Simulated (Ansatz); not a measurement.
Bond stretch in AlH, singlet.

Levels of theory: RMP2 = MP2 on RHF/cc-pVQZ, frozen core in Ansatz (a program for electronic structure); UMP2 = MP2 on UHF/cc-pVQZ, frozen core (Ansatz); FCI = full CI/cc-pVQZ, frozen core (Ansatz).

Total energies in hartree (comparable only within one method and basis):

```csv
R / Å,RMP2,UMP2,FCI
1.23,-242.46648,-242.45967,-242.48705
1.34,-242.50099,-242.49460,-242.52149
1.40,-242.51275,-242.50664,-242.53325
1.49,-242.52367,-242.51808,-242.54425
1.58,-242.52867,-242.52370,-242.54938
1.59,-242.52894,-242.52404,-242.54967
1.66,-242.52957,-242.52523,-242.55046
1.70,-242.52908,-242.52508,-242.55007
1.79,-242.52624,-242.52308,-242.54752
1.84,-242.52386,-242.52120,-242.54534
1.91,-242.51982,-242.51791,-242.54160
2.04,-242.51082,-242.51040,-242.53327
2.23,-242.49593,-242.49593,-242.51960
2.52,-242.47261,-242.46597,-242.49873
2.74,-242.45594,-242.44739,-242.48440
2.93,-242.44264,-242.43741,-242.47352
3.33,-242.41834,-242.42623,-242.45568
3.67,-242.40156,-242.42206,-242.44585
4.08,-242.38571,-242.41984,-242.43924
4.42,-242.37584,-242.41904,-242.43656
4.99,-242.36521,-242.41851,-242.43478
5.84,-242.36107,-242.41832,-242.43418
6.65,-242.36659,-242.41829,-242.43408
```

The restricted form behind RMP2 keeps the bonding electrons paired and can't separate into open-shell fragments. The T1 diagnostic of CCSD on the restricted reference of RMP2 exceeds 0.045 at 2.93 to 6.65 Å. The unrestricted determinant behind UMP2 is spin-contaminated at 1.23 to 1.91, 2.52 to 6.65 Å (<S²> up to 1.0, against 0.00 for a pure singlet).
